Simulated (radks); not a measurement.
Results of a calculation; reference values are marked as such.
Problem. The strontium ion Sr+, 37 electrons, occupied as [Kr] 5s1. Level of theory: scalar-relativistic Kohn-Sham, PBE, spin-polarised, spherical densities, finite nucleus; open shells are filled with parallel spins first (spin-orbit coupling, left out, can overturn this in heavy ions); Fermi nuclear charge, rms radius 4.224 fm (a radial shooting solver on a logarithmic mesh with Libxc functionals). Some entries of the table are withheld. Estimate them.

orbital  occ.  eigenvalue (hartree)  r(max) (bohr)  <r^2> (bohr^2)
1s up       1             -585.9111        0.02553        0.002067
1s down     1             -585.9106        0.02553        0.002067
2s up       1             -79.53944         0.1451         0.03507
2s down     1             -79.53907         0.1451         0.03507
2p up       3             -70.70140         0.1160         0.02766
2p down     3             -70.70104         0.1160         0.02766
3s up       1             -12.50045         0.4358          0.2779
3s down     1             -12.49978         0.4358          0.2779
3p up       3              -9.64799         0.4308          0.2901
3p down     3              -9.64727         0.4308          0.2901
3d up       5              -4.93899         0.3766          0.3027
3d down     5              -4.93819         0.3766          0.3027
4s up       1              -1.73618          1.191           2.092
4s down     1              -1.73264          1.191           2.084
4p up       3                   (1)            (2)           2.821
4p down     3                   (3)            (4)           2.791
5s up       1              -0.31886          3.435           16.90

Solution. 
(1) 4p up eigenvalue (hartree): -1.07131
(2) 4p up r(max) (bohr): 1.327
(3) 4p down eigenvalue (hartree): -1.06588
(4) 4p down r(max) (bohr): 1.326
